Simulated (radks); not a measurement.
Spherical jellium clusters: N electrons in a uniform positive sphere of charge N and radius rs N^(1/3), rs = 2.85 bohr. Method: non-relativistic Kohn-Sham, LDA (Slater exchange, Perdew-Wang correlation), spin-polarised, spherical densities; computed with a radial shooting solver with Libxc functionals. Levels are named by radial order and angular momentum (1s, 1p, 1d, 2s, ...), and open shells are averaged over m. Each electron was tried in the lowest free levels, single moves between levels near the top were tried too, and the lowest total energy was kept; such a search can miss a lower state. Energies include the self-energy of the background; IP and EA are vertical (highest electron removed, lowest free level filled), at fixed background; spill-out counts the electrons outside the background radius R, and alpha is the static dipole polarisability from linear response (closed shells only). A dash means not computed or, for alpha, an open shell; in EA it means that no bound solution was reached, which is typical of self-interaction and does not show that the anion is unstable. Real open-shell clusters deform, which this model forbids.

N,open shells,2S,E/N (eV),E(N+1) + E(N-1) - 2E(N) (eV),IP (eV),EA (eV),-e(HOMO) (eV),spill-out (e),alpha/R^3
1,"1s(up 1, down 0)",1,-0.740,-,-,-,3.670,0.51,-
2,none,0,-1.425,1.867,6.790,-,4.135,0.71,1.999
3,"1p(up 1, down 0)",1,-1.031,-0.884,4.394,-,2.341,1.09,-
4,"1p(up 2, down 0)",2,-1.055,-0.731,5.282,-,3.130,1.33,-
5,"1p(up 3, down 0)",3,-1.216,0.337,5.819,-,3.666,1.49,-
6,"1p(up 3, down 1)",2,-1.267,-0.594,5.284,-,3.342,1.66,-
7,"1p(up 3, down 2)",1,-1.388,-0.448,5.765,1.980,3.807,1.80,-
8,none,0,-1.535,2.143,6.092,-,4.149,1.92,1.666
9,"1d(up 1, down 0)",1,-1.411,-0.401,3.837,-,2.144,2.15,-
10,"1d(up 2, down 0)",2,-1.352,-0.364,4.261,-,2.564,2.34,-
11,"1d(up 3, down 0)",3,-1.337,-0.325,4.598,-,2.906,2.50,-
12,"1d(up 4, down 0)",4,-1.351,-0.287,4.874,1.598,3.192,2.63,-
13,"1d(up 5, down 0)",5,-1.386,0.416,5.102,-,3.434,2.75,-
14,"1d(up 5, down 0) 2s(up 1, down 0)",6,-1.385,-0.232,4.625,1.497,3.085,3.02,-
15,"1d(up 5, down 2)",3,-1.400,-0.290,4.854,1.764,3.276,2.99,-
16,"1d(up 5, down 3)",2,-1.432,-0.227,5.072,1.995,3.502,3.10,-
17,"1d(up 5, down 4)",1,-1.473,-0.202,5.255,2.196,3.697,3.20,-
18,none,0,-1.521,0.258,5.413,2.018,3.867,3.29,1.506
19,"2s(up 1, down 0)",1,-1.550,0.216,5.112,1.909,3.618,3.49,-
20,none,0,-1.565,1.126,4.914,-,3.471,3.72,1.557
21,"1f(up 1, down 0)",1,-1.525,-0.208,3.830,-,2.412,3.86,-
22,"1f(up 2, down 0)",2,-1.499,-0.194,4.022,-,2.612,3.97,-
23,"1f(up 3, down 0)",3,-1.483,-0.180,4.194,1.433,2.791,4.08,-
24,"1f(up 4, down 0)",4,-1.476,-0.168,4.349,1.600,2.953,4.18,-
25,"1f(up 5, down 0)",5,-1.476,-0.156,4.488,1.753,3.101,4.27,-
26,"1f(up 6, down 0)",6,-1.482,-0.145,4.615,1.894,3.236,4.35,-
27,"1f(up 7, down 0)",7,-1.493,0.412,4.730,1.493,3.360,4.43,-
28,"1f(up 7, down 1)",6,-1.489,-0.158,4.288,1.657,2.955,4.53,-
29,"1f(up 7, down 2)",5,-1.490,-0.146,4.427,1.808,3.101,4.61,-
30,"1f(up 7, down 3)",4,-1.496,-0.136,4.553,1.946,3.234,4.70,-
31,"1f(up 7, down 4)",3,-1.506,-0.127,4.668,2.074,3.356,4.78,-
32,"1f(up 7, down 5)",2,-1.519,-0.118,4.774,2.192,3.469,4.85,-
33,"1f(up 7, down 6)",1,-1.536,-0.111,4.871,2.302,3.573,4.93,-
34,none,0,-1.554,0.497,4.960,1.870,3.669,5.00,1.396
35,"2p(up 1, down 0)",1,-1.557,-0.066,4.442,1.993,3.201,5.19,-
36,"2p(up 2, down 0)",2,-1.562,-0.056,4.538,2.102,3.303,5.39,-
37,"2p(up 3, down 0)",3,-1.568,0.264,4.621,1.907,3.393,5.58,-
38,"2p(up 3, down 1)",2,-1.567,-0.064,4.382,2.033,3.191,5.79,-
39,"2p(up 3, down 2)",1,-1.568,-0.055,4.484,2.145,3.298,6.00,-
40,none,0,-1.570,0.577,4.573,1.555,3.393,6.21,1.499
41,"1g(up 1, down 0)",1,-1.557,-0.114,4.027,1.657,2.830,6.27,-
42,"1g(up 2, down 0)",2,-1.549,-0.109,4.115,1.752,2.922,6.33,-
43,"1g(up 3, down 0)",3,-1.543,-,4.197,1.843,3.009,6.39,-

All shells are closed at N = 2, 8, 18, 20, 34, 40 (there: 1s2 1p6 1d10 2s2 1f14 2p6); the second difference of the energy has clear peaks (12 % above both neighbours; the first and last values, which can be the largest, are not judged, and half-filled shells can peak too) at N = 5, 8, 13, 18, 20, 27, 34, 37, 40.
